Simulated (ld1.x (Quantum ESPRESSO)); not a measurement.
Sm: excitation energies, all-electron against TM

ld1.x (Quantum ESPRESSO) 7.5 input, shortened:

```
&input
   title='Sm', zed=62., rel=1, dft='PZ', iswitch=3,
   config='[Xe] 4f5 5d1 6s2 6p0'
 /
 &inputp
   pseudotype=2, tm=.true., lloc=0,
   nlcc=.true., new_core_ps=.true.
 /
3
6P  2  1   0.00   0.00  3.65  3.65  0.0
5D  3  2   1.00   0.00  3.30  3.30  0.0
6S  1  0   2.00   0.00  3.60  3.60  0.0
 &test
   configts(1)='5d1 6s2 6p0'
 /
```

Energies are relative to the spin-unpolarised reference configuration 5d1 6s2 6p0; without spin polarisation the order of configurations can differ from experiment.

| valence configuration | charge | ΔE all-electron (eV) | error AE − PS (meV) |
| --- | --- | --- | --- |
| 5d1 6s1 6p0 | +1 | 6.662 | -7.5 |
| 5d1 6s1.5 6p0 | +0.5 | 2.687 | -1.8 |
| 5d0 6s2 6p0 | +1 | 6.404 | -91 |
| 5d0 6s2 6p1 | 0 | 2.125 | -102 |
| 5d1.5 6s1.5 6p0 | 0 | 0.681 | -14 |

Problem. What are ΔE and the potential's error for 5d1 6s0 6p0?

Solution. ΔE = 18.705 eV all-electron; the error (AE − PS) is -65 meV.

Problem. What are ΔE and the potential's error for 5d2 6s1 6p0?

Solution. ΔE = 1.460 eV all-electron; the error (AE − PS) is -50 meV.

Levels in the configuration 5d1 6s0 6p0:

```csv
level,all-electron (eV),pseudo (eV)
5d,-15.353,-15.495
```
